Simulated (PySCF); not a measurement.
CBr₂F₂, SMILES BrC(F)(F)Br. Geometry: PBE0-D3(BJ)/def2-SVP.

Method: PBE0-D3(BJ)/def2-SVP (PySCF 2.14.0).

Harmonic wavenumbers (cm⁻¹): 168, 285, 334, 346, 375, 647, 831, 1158, 1248. Rotational constants (GHz): 3.240, 1.117, 0.9697; symmetry number 2.

Question: Work out the zero-point energy and the ideal-gas rigid-rotor harmonic-oscillator thermochemistry at 298.15 K and 1 atm.

Answer: ZPE = ½ Σ hcν = ½ × 5392 cm⁻¹ = 32.25 kJ/mol. H − E(el) = 48.39 kJ/mol. Entropy in J/(mol K): translation 175.42, rotation 115.18, vibration 33.85, total 324.45. G − E(el) = -48.34 kJ/mol. Cp = 76.11 J/(mol K).
